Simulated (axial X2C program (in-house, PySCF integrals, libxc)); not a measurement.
Which functional? An output for WSi⁺

An SCF output computed with an axial X2C code built on PySCF integrals for WSi⁺ at 2.417 Å, two-component, state Ω = 5/2, W dyall-cv3z [13s14p9d7f4g], Si dyall-v3z [8s7p2d1f] (cores contracted in-house), without its first line:

```
basis functions 231  fitting functions 1191  grid points 5078
iter        total energy     max residual
   1     -16426.503312569     8.97e-01
   2     -16426.510411959     2.07e-02
   3     -16426.499885102     4.51e-02
   4     -16426.507051940     1.56e-02
   5     -16426.512783018     3.05e-03
   6     -16426.513042125     2.25e-04
   7     -16426.513043294     1.05e-04
   8     -16426.513043661     3.56e-05
   9     -16426.513043711     1.22e-05
  10     -16426.513043721     3.63e-06
  11     -16426.513043721     1.67e-06
converged
one-electron -22967.00517895  Coulomb 6671.28475995  exact exchange 0.00000000  xc functional -343.57019034  nuclear repulsion 226.82151035  atomic mean-field constant -14.04394473
```

Question: Which level of theory produced it?
A. HF
B. PBEsol
C. PBE0

Answer: B. The exact-exchange term against the functional term shows a share of 0 of exact exchange.
